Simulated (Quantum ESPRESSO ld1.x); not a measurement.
Question: All-electron atom: Mo I in [Kr] 4d5 5s1 (the NIST ground configuration). Method: scalar-relativistic Kohn-Sham, PBE, spin-unpolarised, spherical densities, point nucleus; computed with ld1.x of Quantum ESPRESSO 7.5. Some entries of the table are withheld. Estimate them.

| orbital | occ. | eigenvalue (hartree) | r(max) (bohr) | <r> (bohr) |
|---|---|---|---|---|
| 1s | 2 | -728.4705 | 0.023 | 0.03517 |
| 2s | 2 | -102.8846 | (1) | 0.1537 |
| 2p | 6 | -91.9751 | 0.104 | (2) |
| 3s | 2 | -17.5123 | 0.382 | (3) |
| 3p | 6 | -13.9370 | 0.376 | 0.4306 |
| 3d | 10 | -8.1208 | 0.323 | 0.4153 |
| 4s | 2 | -2.3647 | 0.990 | 1.108 |
| 4p | 6 | -1.4143 | 1.07 | 1.238 |
| 5s | 1 | -0.1502 | 2.94 | 3.595 |
| 4d | 5 | -0.1379 | 1.39 | (4) |

Answer: 
(1) 2s r(max) (bohr): 0.130
(2) 2p <r> (bohr): 0.1340
(3) 3s <r> (bohr): 0.4289
(4) 4d <r> (bohr): 2.000
